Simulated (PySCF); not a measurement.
## Er(37+) (erbium, charge +37) across methods

[Ar] 3d10 4s2 4p1, 2P determinant. All numbers are calculated (PySCF 2.14, the non-relativistic Hamiltonian (point nucleus), in an uncontracted even-tempered set (17 s from 3.3 bohr⁻², ratio 2.5; 12 p from 4.3 bohr⁻², ratio 2.5; 8 d from 7.7 bohr⁻², ratio 2.5; 4 f from 22 bohr⁻², ratio 2.7; 4 g from 34 bohr⁻², ratio 2.7)).

```csv
method,E (hartree),mean ε 4s α (eV),mean ε 4s β (eV),mean ε 4p α (eV),Σ⟨r²⟩ (bohr²),⟨S²⟩
LDA,-11677.42,-1649.2,-1645.0,-1576.7,1.792,0.750
BHandHLYP,-11685.89,-1661.0,-1653.1,-1588.1,1.792,0.751
r2SCAN0,-11685.64,-1655.5,-1648.1,-1583.2,1.793,0.751
UHF,-11684.16736,-1671.5,-1660.0,-1598.1,1.794,0.753
PBE,-11684.94,-1648.9,-1644.4,-1576.7,1.791,0.751
r2SCAN,-11685.54,-1649.8,-1643.6,-1577.8,1.793,0.751
```

**Question.** Estimate the same row for PBE0.

**Answer.** E (hartree) = -11685.18; mean ε 4s α (eV) = -1654.8; mean ε 4s β (eV) = -1648.7; mean ε 4p α (eV) = -1582.3; Σ⟨r²⟩ (bohr²) = 1.792; ⟨S²⟩ = 0.751.

A non-relativistic calculation at this Z misses sizeable relativistic shifts. Spin-orbit coupling, absent here, splits the open shell strongly.
